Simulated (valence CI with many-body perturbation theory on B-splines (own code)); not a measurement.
# From CI to CI+MBPT in Pm²²⁺

Computed by relativistic CI+MBPT: three valence electrons over a frozen Dirac-Fock core [Kr], a basis of 9 s, 9 p, 10 d, 8 f, 5 g, 3 h, 1 i functions for each j, with the one-electron correlation potential Σ1 (screened to all orders), the two-electron term Σ2, the three-electron term Σ3, Breit, model QED; selected single and double excitations, second order for the rest (own B-spline code, finite nucleus).

No measured levels were compared; by estimate terms of the open shell hold to 2 to 4 % of their energy, and close levels can change places. Only levels of the ground parity were solved; by the run's estimate the other parity begins above the list, which can be wrong where configurations are misplaced.

Each rung adds one term. CI alone is the Dirac-Coulomb CI over the frozen core; QED comes last and gives the full result, which names the levels. Energies are above (4d3/2^3) J=3/2 on the same rung, in cm⁻¹.

Levels are named by their leading jj configuration (3d3/2^4 stands for four electrons in 3d with j = 3/2), which in mixed levels can hold well under half, so a name can repeat and another be missing. Letters in brackets count levels of one name in rising energy.

```
                    Level  CI alone     Σ1     Σ2     Σ3  Breit   QED    Full
(4d3/2^2 4d5/2) J=5/2 [a]     31732   +395   +136   +176  -1114  +120   31446
    (4d3/2^2 4d5/2) J=7/2     50193   +497   -579   +3.0  -1519  +144   48739
    (4d3/2^2 4d5/2) J=3/2     50378   +334   -635   +164   -873  +100   49468
    (4d3/2^2 4d5/2) J=9/2     57775   +467  -1727   -150  -1524  +128   54969
    (4d3/2^2 4d5/2) J=1/2     59381   +383   -988   +157  -1045  +115   58003
(4d3/2 4d5/2^2) J=7/2 [a]     89177   +760   -970   -244  -2155  +227   86795
(4d3/2^2 4d5/2) J=5/2 [b]     90132   +607   -736   -204  -1662  +183   88320
    (4d3/2 4d5/2^2) J=9/2     94693   +837  -1483    +70  -2515  +247   91848
(4d3/2 4d5/2^2) J=3/2 [a]    104616   +799   +124   -335  -2104  +243  103342
    (4d3/2 4d5/2^2) J=1/2    109821   +820   -301   +346  -2195  +247  108738
   (4d3/2 4d5/2^2) J=11/2    119003   +887  -3458   -157  -2720  +250  113806
(4d3/2 4d5/2^2) J=5/2 [a]    125752   +840  -1854  -1071  -2178  +238  121727
(4d3/2 4d5/2^2) J=5/2 [b]    132722   +746  -2644   -627  -1999  +224  128422
(4d3/2 4d5/2^2) J=7/2 [b]    140195   +844  -3611   -650  -2363  +241  134657
          (4d5/2^3) J=9/2    146210  +1250  -1171   -279  -3544  +373  142840
          (4d5/2^3) J=3/2    152720  +1117  +1180   +1.8  -2986  +342  152375
(4d3/2 4d5/2^2) J=3/2 [b]    194849  +1009  -2052  -1402  -2518  +292  190178
          (4d5/2^3) J=5/2    203590  +1165   +232  -1094  -3060  +350  201184
```

The middle columns are the shifts that each term adds.

Q: How does the ionisation energy move along the ladder, and which term matters most?

A: CI alone 686.70, + Σ1 689.17, + Σ2 690.63, + Σ3 690.65, + Breit 690.36, + QED 690.40 eV. The largest step is Σ1, 2.47 eV. NIST lists 689 ± 4 eV (theoretical).
